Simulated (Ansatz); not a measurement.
Input file for Ansatz (a quantum-chemistry and plane-wave program): R-HF/def2-TZVPP on H4OSn (SMILES [OH][SnH3]), atoms moved off the minimum. Elements past Kr take the def2 small-core potentials; no spin–orbit coupling.

Ansatz 0.2 input:
```yaml
crystal:
  periodic: [false, false, false]
  atoms:
    - {symbol: Sn, position_ang: [-0.29927929, 0.02876504, -0.08237638]}
    - {symbol: O, position_ang: [1.53105050, -0.17671180, 0.65797151]}
    - {symbol: H, position_ang: [-0.41161445, 1.49966325, -0.76675159]}
    - {symbol: H, position_ang: [-1.06564226, -0.08150411, 1.35237633]}
    - {symbol: H, position_ang: [-0.49385166, -1.22171554, -1.13541882]}
    - {symbol: H, position_ang: [2.32656405, 0.01068166, -0.04782567]}
basis:
  gaussian:
    orbitals: def2-TZVPP
hamiltonian:
  xc: {name: HF}
scf: {lower_state_search: off}
output: {forces: true}
```

Output:

```
WARN ansatz: RAYON_NUM_THREADS=1 ignored (pool sized by the plan → 1); use --threads N
Functional definition: HF
these checks for a lower state are left out or cut short: stability, starts, cluster_reference, orbital_swaps, neighbouring_geometries, increment
integrals: 0.04 GiB planned
946 factors; their error is unknown
mean field: 0.29 GiB planned
mean field evaluation 1: about -7902.6776 eV, gradient 4.0e1 eV
mean field evaluation 2: about -7903.9784 eV, gradient 3.3e1 eV
mean field evaluation 4: about -7905.7793 eV, gradient 4.6e-1 eV
mean field evaluation 8: about -7906.1009 eV, gradient 7.4e-1 eV
mean field -7906.10140546 eV, -290.5438677025 hartree, gradient 2.0e-6 eV, S^2 0.000000; 0 other end points of the search recorded, 0 dependent functions left out
the calculation of the forces begins
reference -7906.10140546 eV, -290.5438677025 hartree; 17, 17 occupied and 120, 120 virtual orbitals, 946 factors
Total energy: -7906.10140546 eV, -290.5438677025 hartree
Atom 0 at    -0.299279     0.028765    -0.082376 Å, force     1.664597    -0.528873     0.807585 eV/Å
Atom 1 at     1.531051    -0.176712     0.657972 Å, force     3.693724     1.086023    -3.944907 eV/Å
Atom 2 at    -0.411614     1.499663    -0.766752 Å, force    -0.156615     1.223439    -0.683799 eV/Å
Atom 3 at    -1.065642    -0.081504     1.352376 Å, force    -0.925386    -0.133022     0.900777 eV/Å
Atom 4 at    -0.493852    -1.221716    -1.135419 Å, force    -0.291840    -0.682048    -0.655718 eV/Å
Atom 5 at     2.326564     0.010682    -0.047826 Å, force    -3.984479    -0.965519     3.576063 eV/Å
Dipole moment:    -0.248124     0.113987    -0.430780 e Å
Checks for a lower state left out: stability, starts, cluster_reference, orbital_swaps, neighbouring_geometries, increment
```

The calculation finished and met its thresholds.

Cost: very roughly 1.8 core-seconds.
